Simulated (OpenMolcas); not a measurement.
Multiconfigurational calculation on Ta+

Input:

```
&GATEWAY
Coord
1

Ta 0.0 0.0 0.0
Basis=ANO-RCC-VTZP
Group=XYZ
NoMove
AngMom=0.0 0.0 0.0
AMFI
&SEWARD
* reference wave functions (RASSCF and RASSI steps not shown): 4 electrons in 6 orbitals (5d 6s)
>>> COPY JOB001 $Project.JobIph
&CASPT2
Multistate=15 1 2 3 4 5 6 7 8 9 10 11 12 13 14 15
Frozen=14 16
IPEA=0.25
Imaginary=0.1
MaxIter=60
WThr=0.0 0.3 0.05
PrWF=0.5
NoMix
>>> COPY JOB002 $Project.JobIph
&CASPT2
Multistate=95 1 2 3 4 5 6 7 8 9 10 11 12 13 14 15 16 17 18 19 20 21 22
23 24 25 26 27 28 29 30 31 32 33 34 35 36 37 38 39 40 41 42 43 44 45 46
47 48 49 50 51 52 53 54 55 56 57 58 59 60 61 62 63 64 65 66 67 68 69 70
71 72 73 74 75 76 77 78 79 80 81 82 83 84 85 86 87 88 89 90 91 92 93 94
95
NoMult
Frozen=14 16
IPEA=0.25
Imaginary=0.1
MaxIter=60
WThr=0.0 0.3 0.05
PrWF=0.5
NoMix
>>> COPY JOB003 $Project.JobIph
&CASPT2
Multistate=77 1 2 3 4 5 6 7 8 9 10 11 12 13 14 15 16 17 18 19 20 21 22
23 24 25 26 27 28 29 30 31 32 33 34 35 36 37 38 39 40 41 42 43 44 45 46
47 48 49 50 51 52 53 54 55 56 57 58 59 60 61 62 63 64 65 66 67 68 69 70
71 72 73 74 75 76 77
NoMult
Frozen=14 16
IPEA=0.25
Imaginary=0.1
MaxIter=60
WThr=0.0 0.3 0.05
PrWF=0.5
NoMix
```

Launched by
```bash
OMP_NUM_THREADS=1 MOLCAS_MEM=1689 MOLCAS_PROJECT=a pymolcas a.inp > a.log  # once for each step of the input, in one work folder
```

Output, cut to the results:

```
--- CASPT2 ---
Orbital specifications:
      -----------------------

      Symmetry species                           1   2
                                                ag  au
      Frozen orbitals                           14  16
      Inactive orbitals                          1   3
      Active orbitals                            6   0
      Secondary orbitals                        30  34
      Deleted orbitals                           0   0
      Number of basis functions                 51  53
Type of calculation                        MS-CASPT2
      Fock operator                              state-specific
      IPEA shift                                 0.25
      Real shift                                 0.00
      Imaginary shift                            0.10
      The input orbitals will be transformed to quasi-canonical
Reference energy:      -15589.6741657230
      E2 (Non-variational):      -0.2757094166
      Shift correction:          -0.0002662628
      E2 (Variational):          -0.2759756793
      Total energy:          -15589.9501414024
      Residual norm:              0.0000002600
      Reference weight:           0.93965
      Contributions to the CASPT2 correlation energy
      Active & Virtual Only:         -0.0289775131
      One Inactive Excited:          -0.1137075354
      Two Inactive Excited:          -0.1330243680
Reference energy:      -15589.6741657230
      E2 (Non-variational):      -0.2741196201
      Shift correction:          -0.0002309796
      E2 (Variational):          -0.2743505997
      Total energy:          -15589.9485163228
      Residual norm:              0.0000001766
      Reference weight:           0.94159
      Contributions to the CASPT2 correlation energy
      Active & Virtual Only:         -0.0278974432
      One Inactive Excited:          -0.1134084541
      Two Inactive Excited:          -0.1328137228
::    CASPT2 Root  1     Total energy: -15589.95014140
::    CASPT2 Root  2     Total energy: -15589.94851632
::    CASPT2 Root  3     Total energy: -15589.94842767
::    CASPT2 Root  4     Total energy: -15589.95001143
::    CASPT2 Root  5     Total energy: -15589.95013881
::    CASPT2 Root  6     Total energy: -15589.94958927
::    CASPT2 Root  7     Total energy: -15589.94842191
::    CASPT2 Root  8     Total energy: -15589.91221740
::    CASPT2 Root  9     Total energy: -15589.91221740
::    CASPT2 Root 10     Total energy: -15589.91221743
::    CASPT2 Root 11     Total energy: -15589.89292588
::    CASPT2 Root 12     Total energy: -15589.89293285
::    CASPT2 Root 13     Total energy: -15589.89293339
::    CASPT2 Root 14     Total energy: -15589.89293347
::    CASPT2 Root 15     Total energy: -15589.89293339
::    MS-CASPT2 Root  1     Total energy: -15589.95108066
::    MS-CASPT2 Root  2     Total energy: -15589.95053027
::    MS-CASPT2 Root  3     Total energy: -15589.94961447
::    MS-CASPT2 Root  4     Total energy: -15589.94936789
::    MS-CASPT2 Root  5     Total energy: -15589.94856516
::    MS-CASPT2 Root  6     Total energy: -15589.94826446
::    MS-CASPT2 Root  7     Total energy: -15589.94789132
::    MS-CASPT2 Root  8     Total energy: -15589.91220914
::    MS-CASPT2 Root  9     Total energy: -15589.91219522
::    MS-CASPT2 Root 10     Total energy: -15589.91218075
::    MS-CASPT2 Root 11     Total energy: -15589.89293512
::    MS-CASPT2 Root 12     Total energy: -15589.89293376
::    MS-CASPT2 Root 13     Total energy: -15589.89293340
::    MS-CASPT2 Root 14     Total energy: -15589.89293186
::    MS-CASPT2 Root 15     Total energy: -15589.89292454
--- CASPT2 ---
Orbital specifications:
      -----------------------

      Symmetry species                           1   2
                                                ag  au
      Frozen orbitals                           14  16
      Inactive orbitals                          1   3
      Active orbitals                            6   0
      Secondary orbitals                        30  34
      Deleted orbitals                           0   0
      Number of basis functions                 51  53
Type of calculation                        SS-CASPT2
      Fock operator                              state-specific
      IPEA shift                                 0.25
      Real shift                                 0.00
      Imaginary shift                            0.10
      The input orbitals will be transformed to quasi-canonical
Reference energy:      -15589.6478250283
      E2 (Non-variational):      -0.2893235095
      Shift correction:          -0.0006328641
      E2 (Variational):          -0.2899563736
      Total energy:          -15589.9377814019
      Residual norm:              0.0000003762
      Reference weight:           0.92373
      Contributions to the CASPT2 correlation energy
      Active & Virtual Only:         -0.0401766038
      One Inactive Excited:          -0.1114877486
      Two Inactive Excited:          -0.1376591571
Reference energy:      -15589.6478250282
      E2 (Non-variational):      -0.2893223773
      Shift correction:          -0.0006324166
      E2 (Variational):          -0.2899547939
      Total energy:          -15589.9377798221
      Residual norm:              0.0000003757
      Reference weight:           0.92374
      Contributions to the CASPT2 correlation energy
      Active & Virtual Only:         -0.0401753176
      One Inactive Excited:          -0.1114879027
      Two Inactive Excited:          -0.1376591569
::    CASPT2 Root  1     Total energy: -15589.93778140
::    CASPT2 Root  2     Total energy: -15589.93777982
::    CASPT2 Root  3     Total energy: -15589.93777913
::    CASPT2 Root  4     Total energy: -15589.93276734
::    CASPT2 Root  5     Total energy: -15589.93285884
::    CASPT2 Root  6     Total energy: -15589.93292826
::    CASPT2 Root  7     Total energy: -15589.93287220
::    CASPT2 Root  8     Total energy: -15589.93299325
::    CASPT2 Root  9     Total energy: -15589.93286994
...
```

Levels above the lowest, from the spin-orbit matrix with the single-state CASPT2 energies, averaged by term, on its diagonal:

```tsv
Configuration	Term	J	E (cm-1)	Measured (cm-1)	g	Term weight %	Second
5d3 6s	5F	1	0.0	0.0	0.034	94	5 3D(1)
5d3 6s	5F	2	1078	1031	1.010	93	4 3D(1)
5d3 6s	5F	3	2730	2642	1.247	97	
5d3 6s	3P(1)	0	3280			90	4 5d4 5D
5d3 6s	5F	4	4560	4416	1.340	96	3 3G
5d2 6s2	3F	2	4670	3180	0.784	78	9 5d3 6s 1D(1)
5d3 6s	3P(1)	1	4770		1.536	88	6 5P
5d3 6s	3P(1)	2	5390		1.267	50	18 5d2 6s2 3F
5d3 6s	5F	5	6440	6187	1.383	92	8 3G
5d2 6s2	3F	3	7160	6831	1.080	96	2 5d3 6s 3G
5d2 6s2	3F	4	9330	9746	1.241	87	3 5d3 6s 3G
5d3 6s	3F(1)	2	9370		1.050	37	35 1D(1)
5d3 6s	5P	1	11290		2.347	84	6 5d4 5D
5d3 6s	3F(1)	3	12650		0.990	49	40 3G
5d3 6s	5P	2	12690		1.537	59	17 3F(1)
5d3 6s	5P	3	13200		1.598	90	5 3G
5d4	5D	0	13240			77	9 5d3 6s 3P(2)
5d3 6s	1G(1)	4	13450		1.037	54	20 3F(1)
5d4	5D	1	13990		1.516	78	6 5d3 6s 5P
5d3 6s	1D(1)	2	14100		1.024	36	36 3F(1)
5d3 6s	3G	4	14210		1.047	66	22 1G(1)
5d4	5D	2	14980		1.479	78	8 5d3 6s 3D(1)
5d3 6s	3G	3	14990		0.942	50	42 3F(1)
5d3 6s	3G	5	15480		1.159	61	28 3H
```

Against the 7 measured excited levels shown (NIST Handbook of Basic Atomic Spectroscopic Data) the mean absolute deviation is 400 cm-1; the largest miss in energy is 5d2 6s2 3F2: computed 4670, measured 3180 cm-1 (+46.8 %).

CASPT2 breaks the degeneracy within a term, and the mean is taken; among the terms shown or strongly mixed into the levels shown the widest spread is 380 cm-1 (5d3 6s 5F). Terms from blocks run as CI alone lack orbitals of their own. Configurations are named by rounded mean occupations; where the s occupation lies near a half they are strongly mixed, a name can repeat and a true partner stay unpaired. A single d shell beside an s shell can misplace configurations of different d count against each other. The CASPT2 spread within a term exceeds the gap to the next term for 5d3 6s 3F(1) and 5d3 6s 1G(1), so the order of their levels is uncertain, and so are names and mixing where such terms share a J. Computed and measured levels are paired by configuration, term and J; levels that our copy of the source lacks, or whose pairing is in doubt (as where it misses far off the trend of its configuration), stay unpaired and out of the deviations. Levels of configurations outside the active space are missing. The first state left out of the spin-orbit step lies near 46000 cm-1 above the lowest spin-free state of the reference (among the parities and spins computed), and the list stops at four fifths of that energy or lower. The table shows the lowest 24 of 64 levels.

The term weight is that of the spin-free term in the level, not the purity of its configuration. A number in round brackets counts repeated terms of one configuration in the order of the reference energies.
